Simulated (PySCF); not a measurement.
Species: C4H7OSi (doublet state).
Geometry (GFN2-xTB, Å), atoms numbered from 1 in this order:
```
atom  x, y, z in Å
C1     3.2268    0.1452    0.7100
C2     2.0607   -0.1281    0.8063
Si3    0.2572   -0.5544    0.9704
O4    -0.0825   -1.9985    0.2867
C5    -0.6837    0.8237    0.1614
C6    -1.9172    0.6440   -0.6333
H7     4.2483    0.3847    0.6249
H8    -0.0763   -0.8450    2.3651
H9     0.0890   -2.1637   -0.6360
H10   -0.3892    1.8506    0.3229
H11   -1.7950    1.0594   -1.6389
H12   -2.1900   -0.4051   -0.7189
H13   -2.7525    1.1876   -0.1813
```

The hyperfine couplings belong to this conformer and change with its torsions.

The species is `C#C[Si@H](O)[CH]C` [radical].

Computed, not measured: PySCF, UKS B3LYP, pcH-1 on C H O Si, non-relativistic, mean-field spin-orbit, GIAO. Geometry: GFN2-xTB, one conformer, isolated molecule. A GFN2-xTB geometry isn't a minimum of the functional, and hyperfine couplings can be far from their values at a DFT geometry. No stability test was run, so a lower SCF solution isn't excluded.

**Question.** Predict the first-order ENDOR lines of H11/H12/H13, H8, H10 and H9 under fast tumbling at B = 336.6 mT (X band).

**Answer.** ν± = |νn ± a/2|, one line for each electron-spin manifold; νn = |g_N| × 7.62259 MHz/T × B.

| nuclei | isotope | g_N | νn (MHz) | a_iso (MHz) | lower line (MHz) | upper line (MHz) |
| --- | --- | --- | --- | --- | --- | --- |
| H11/H12/H13 | 1H | 5.5857 | 14.33 | 80.89 | 26.11 | 54.78 |
| H8 | 1H | 5.5857 | 14.33 | 61.29 | 16.31 | 44.98 |
| H10 | 1H | 5.5857 | 14.33 | -55.75 | 13.54 | 42.21 |
| H9 | 1H | 5.5857 | 14.33 | -0.65 | 14.00 | 14.66 |

**Question.** Which pairs are centred on the nuclear Larmor frequency, and which on half the coupling?

**Answer.** Centred on νn, since |a| < 2νn: H9. Centred on |a|/2 and split by 2νn: H11/H12/H13, H8 and H10.

**Question.** At what field would the lower line of H10 fall to zero frequency?

**Answer.** Where νn = |a|/2, that is B = 27.88 MHz/(5.5857 × 7.62259 MHz/T) = 655 mT, as far as first order holds there.

Nuclei that the bonding pattern makes equivalent are averaged, as if the motion that swaps them (rotation, inversion, ring flip) were fast. The three 1H nuclei of mean +80.9 MHz run from 2.1 to 121.8 MHz in the frozen geometry.
